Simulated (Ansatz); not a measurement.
Wavefunction ladder for `[NH2][Hf]([NH2])([NH2])[NH2]`

```xyz
13

N     0.962   -1.731    0.521
Hf    0.000    0.000   -0.001
N    -1.706    0.214    1.113
N     1.262    1.575    0.347
N    -0.519   -0.059   -1.981
H     0.589   -2.493    1.068
H     1.935   -1.922    0.326
H    -1.852    0.849    1.884
H    -2.576   -0.262    0.920
H     1.865    1.653    1.154
H     1.448    2.354   -0.268
H    -1.223    0.531   -2.404
H    -0.185   -0.708   -2.678
```

Total charge 0; spin multiplicity 1. Correlated methods include outer-core shells of Hf, which these sets cover unevenly. Hf: def2 effective core potential. Geometry: relaxed with PBE0-D4/def2-TZVP. It is one conformer, not always the lowest. Frozen core, restricted reference, Ansatz.

| basis | HF (Eh) | MP2 corr. | CCSD corr. | (T) | CCSD(T) total |
| --- | --- | --- | --- | --- | --- |
| def2-SVP | ? | ? | -0.96259 | -0.02918 | ? |
| def2-TZVPP | -270.20451 | -1.20011 | -1.22340 | -0.04970 | -271.47761 |
| def2-QZVPP | ? | ? | – | – | – |

Problem. Fill in the withheld values. (Best estimate.)

Solution. Computed: def2-SVP HF (Eh): -269.91099; def2-SVP MP2 corr.: -0.92563; def2-SVP CCSD(T) total: -270.90276; def2-QZVPP HF (Eh): -270.21696; def2-QZVPP MP2 corr.: -1.31135.
